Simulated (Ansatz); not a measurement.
Molecule: C$_{3}$H$_{8}$FSi, charge 0, multiplicity 2. It need not be the lowest isomer of its formula. 
Geometry from a B3LYP-D3(BJ)/def2-TZVP (Ansatz, an electronic-structure program) optimisation:
SMILES: [Si]([CH2])(C)(C)F
```xyz
13

C     -0.9286     1.4624    -0.7138
Si    -0.0125     0.0365     0.0125
C      1.6083    -0.2266    -0.8669
C     -1.0749    -1.4937     0.0360
F      0.3375     0.3861     1.5554
H     -2.0021     1.5857    -0.6143
H     -0.4397     2.2642    -1.2572
H      2.1804    -1.0311    -0.4001
H      1.4444    -0.4928    -1.9137
H      2.2192     0.6783    -0.8420
H     -1.3279    -1.8086    -0.9790
H     -2.0079    -1.3144     0.5745
H     -0.5573    -2.3207     0.5269
```
Charge 0, spin multiplicity 2.

Property: atomisation energy (electronic, to ground-state atoms); the coupled-cluster value holds the core correlation from cc-pwCVTZ, in eV. Correlated levels leave the core frozen unless marked. UHF or UKS for open shells. No spin-orbit coupling. Non-relativistic. CBS marks a two-point X^-3 extrapolation of the correlation energy; Hartree-Fock from the larger set.

Level to compare with: CCSD(T)/CBS(cc-pV(T+d)Z,cc-pV(Q+d)Z) plus the core term (Ansatz), 51.90 eV. It is a level with limits of its own, and the differences hold the functionals' basis error too.

**Question.** Rank these functionals by how close they come to CCSD(T)/CBS(cc-pV(T+d)Z,cc-pV(Q+d)Z), closest first: BHLYP/def2-TZVPD (Ansatz); BLYP/def2-TZVPD (Ansatz); B3LYP/def2-TZVPD (Ansatz).

**Answer.** B3LYP/def2-TZVPD (global hybrid, 51.22 eV, difference -0.68), BLYP/def2-TZVPD (GGA, 50.73 eV, difference -1.17), BHLYP/def2-TZVPD (global hybrid, 50.35 eV, difference -1.55)
